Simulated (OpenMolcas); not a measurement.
# Ir6+: moving or changing the point charges

Ir6+ among 4 point charges of -2.5 e arranged as a tetrahedron (Td), 2.21 Å from the ion.
```
   1.2759    1.2759    1.2759  -2.50
   1.2759   -1.2759   -1.2759  -2.50
  -1.2759    1.2759   -1.2759  -2.50
  -1.2759   -1.2759    1.2759  -2.50
```

- Program: OpenMolcas
- Method: SS-CASPT2, IPEA 0.25 Eh, imaginary shift 0.1 Eh (closed shells correlated: 4f 5s 5p)
- Basis: ANO-RCC-VTZP [8s7p5d3f1g]
- Scalar Hamiltonian: DKH2, point nucleus
- Active space: 3 electrons in 5 orbitals (5d)
- State averaging: 2S+1 = 4 even, 10 roots; 2S+1 = 2 even, 40 roots
- Spin-orbit coupling: state interaction with AMFI integrals over the reference wave functions

Runs around this geometry, states (labels of Td). Energies in cm-1 above the lowest state or level, χT in cm3 K/mol; under a threefold ground state the first gap can be a small split of the lowest multiplet, not the spin-orbit step.

```
R (Å)  q (e)  Ground state  First state of that spin  First gap with spin-orbit (degeneracies)  χT at 300 K  First state of another spin
 2.21  -1.62           4T1                   4T2 960                               7970 (4, 2)        0.131                    2T2 14420
 2.08   -2.5           4T1                  4T2 2010                               7660 (4, 2)        0.128                     2E 14170
 2.21   -2.5           4T1                  4T2 1400                               7850 (4, 2)        0.130                     2E 14250
  2.3   -2.5           4T1                  4T2 1150                               7930 (4, 2)        0.131                     2E 14310
```

Taking the first state of the same spin as R^-n, n = -ln(1150 / 2010) / ln(2.3 / 2.08) = 5.6 between the shortest and longest distance.

Roots that are degenerate in the reference are averaged as groups; the widest CASPT2 spread within a group is 250 cm-1 (the 3-fold group of multiplicity 4 near 1400 cm-1 above the lowest state of its run, R = 2.21, q = -2.5). Shifts and gaps below about the spread of the groups concerned are not significant. Point charges give a weaker field than real ligands, and real ions of this kind are as a rule low spin; the high spin found here belongs to the model. Free-ion shares, where given, are those of the reference states; single-state CASPT2 does not remix them. Spin-orbit coupling mixes the spin-free states strongly: the lowest level takes only 39 % from its leading state, 4T1 (figures for R = 2.21, q = -1.62; the like holds for R = 2.08, q = -2.5, R = 2.21, q = -2.5, R = 2.3, q = -2.5). The ground term spreads over less than 5000 cm-1, several times less than with real ligands, so orbital moments are less quenched and χT lies further from the spin-only value than at real sites (holds for R = 2.21, q = -1.62; R = 2.21, q = -2.5; R = 2.3, q = -2.5). Point charges carry no covalency, so the field is a model and not that of real ligands. No measured value stands beside these numbers.
